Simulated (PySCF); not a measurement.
# Exercise with solution: entropy of an ideal gas

GaFClBr, SMILES [Cl][Ga]([F])[Br].

The structure is a stationary point at PBE0-D3(BJ)/def2-SVP. The structure was generated by enumeration; whether it is a known compound was not checked.

PySCF with PBE0-D3(BJ)/def2-SVP gives the harmonic wavenumbers 105, 151, 167, 311, 458, 731 cm⁻¹ and the rotational temperatures 0.1857, 0.0590, 0.0448 K. The molar mass is 204.08 g/mol, the symmetry number 1, the spin multiplicity 1.

**Question.** Work out the entropy at 298.15 K and 1 atm in the rigid-rotor, harmonic-oscillator model.

**Answer.** 
Translation (Sackur–Tetrode at 1 atm): S = R[1.5 ln M + 2.5 ln T − 1.16487] = 175.1 J/(mol K).
Rotation: q = (√π/σ) T^1.5/√(θA θB θC) = 412000, S = R[ln q + 3/2] = 120.0 J/(mol K).
Vibration: with u = 1.4388 ν/T, each mode gives R[u/(e^u − 1) − ln(1 − e^−u)]:
```csv
ν (cm⁻¹),modes,u,S (J/(mol K))
105,1,0.51,14.06
151,1,0.73,11.13
167,1,0.81,10.33
311,1,1.50,5.68
458,1,2.21,3.23
731,1,3.53,1.14
```
These are all the modes. Sum 45.6 J/(mol K).
Spin: R ln 1 = 0.0 J/(mol K).
Total 340.6 J/(mol K); the program's own thermochemistry gives 340.6. Translation makes up 51 % and vibration 13 %. Anharmonicity, hindered rotation and orbital degeneracy are left out.
